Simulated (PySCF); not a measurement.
# How methods differ on the ionisation energy of Co⁺

Co⁺ [Ar] 3d8 (3F) → Co²⁺ [Ar] 3d7 (4F), as a difference of total energies. Computed with PySCF 2.14 in aug-cc-pVDZ (7s6p4d2f, 59 functions), with no relativity, point nucleus. Correlated levels: valence: [Ar] frozen. The calculations carry no spin-orbit coupling.

| method | ionisation energy (eV) |
| --- | --- |
| UHF | 14.397 |
| MN15 | 17.615 |
| B3LYP | 17.546 |
| MP2 (valence) | 16.908 |
| SCS-MP2 (valence) | 16.771 |

Task: How much does correlation contribute at MP2 (valence)?

Result: 16.908 − (14.397) = 2.511 eV, measured against UHF.

These non-relativistic numbers lack the scalar-relativistic shift.

The reference lies between the lowest fine-structure levels, while these numbers refer to the centres of the terms.

Errors of the correlated levels include the incompleteness of this basis and the frozen core.

For comparison: 17.084 eV (measured; NIST Atomic Spectra Database, ionization energies).
